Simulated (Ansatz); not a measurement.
Consider the cleavage of the Si–Ge bond: `C=N[SiH2][GeH3]` + H₂Te → `C=N[SiH2][TeH]` + GeH₄.

Isolated molecules relaxed with PBE0-D4/def2-TZVP in Ansatz; ΔE leaves out vibrations. CCSD(T)/CBS is the MP2 limit (def2-TZVPP, def2-QZVPP) plus CCSD(T) − MP2 in def2-TZVPP, frozen cores. def2 core potentials past Kr. For Ge, Te outer-core shells are correlated without core-valence functions, which leaves a few kJ/mol of doubt a bond. Scalar relativity is left out up to krypton. Each species was taken in one conformer, which may not be the lowest.

| species | SCS-MP2/def2-TZVPP energy (Eh) |
| --- | --- |
| `C=N[SiH2][GeH3]` | -2461.47377 |
| H₂Te | -268.58520 |
| `C=N[SiH2][TeH]` | -652.12683 |
| GeH₄ | -2077.95497 |

Q: Work out ΔE.

A: ΔE = (-652.12683) + (-2077.95497) − (-2461.47377) − (-268.58520) = -0.02283 Eh = -59.9 kJ/mol. CCSD(T)/CBS gives -59.3 kJ/mol.

Largest T1 diagnostic among the species: 0.013.

The D4 term adds −3.7 kJ/mol with B3LYP and −1.8 kJ/mol with PBE0; it sums over pairs of atoms, weighted by their polarisabilities, and B3LYP, whose exchange is more repulsive, gets the larger term.

B3LYP here is the variant with VWN-RPA as its local correlation; programs differ in this.
